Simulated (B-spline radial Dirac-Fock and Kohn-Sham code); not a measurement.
# Core and valence levels of Sc⁷⁺

System: the Sc⁷⁺ ion in the configuration [Ne] 3s2 3p2; nuclear rms radius 3.5459 fm (A = 45).

Input file task.json (cfg lists n, l and occupation; rrms is the nuclear radius in fm):

```json
{"items": [{
  "Z": 21,
  "q": 7,
  "cfg": [[1, 0, 2], [2, 0, 2], [2, 1, 6], [3, 0, 2], [3, 1, 2]],
  "A": 45,
  "rrms": 3.5459,
  "do": ["binding"]
}]}
```

Command: `python xray_run.py task.json out`

Model: Dirac-Fock energy differences between relaxed states, corrected for Breit and QED terms. Program: a radial atomic solver. Electron correlation is not included. Energies are counted from the vacuum level.

All terms are in eV, carry their sign (relaxation lowers the binding energy) and add up to the binding energy; ⟨r⟩ is the mean radius of the orbital in the initial state.

```
subshell  −ε (Koopmans)  relaxation  Breit  self-energy  vacuum polarisation  binding energy  ⟨r⟩ (bohr)
       K         4683.0      -25.36  -3.89        -1.86                 0.14          4652.0       0.073
      L1          659.6       -5.14  -0.24        -0.17                 0.01           654.0       0.339
      L2          565.5       -6.48  -0.40         0.03                 0.00           558.7       0.303
      L3          560.7       -6.33  -0.25         0.02                 0.00               ?       0.305
      M1          179.2       -0.47  -0.04        -0.03                 0.00           178.7       0.971
    M2,3          156.3       -0.42  -0.04         0.00                 0.00           155.8       0.998
```

Q: Which binding energy belongs in the row of L3?

A: 554.2 eV, the sum of the terms in that row (to rounding).

For the deepest level, K (1s), the Breit terms make up -0.084 % of the binding energy, QED -0.037 % and orbital relaxation -0.545 %.

Spin-orbit splittings: 2p 4.51 eV.

Going to the tabulated ground configuration of the next ion removes an electron from M2,3 (3p), computed at 155.8 eV. NIST lists 158.08 ± 0.25 eV as the ionisation energy of this species (semi-empirical), +2.28 eV from the computed value. Where a p, d or f shell is open in either ion the computed value averages over both j values and all terms, while the table refers to the lowest levels; that difference holds spin-orbit splitting (largest in heavy or highly charged ions), term energies where several electrons share open shells, and correlation, and it can reach 10 % or more.
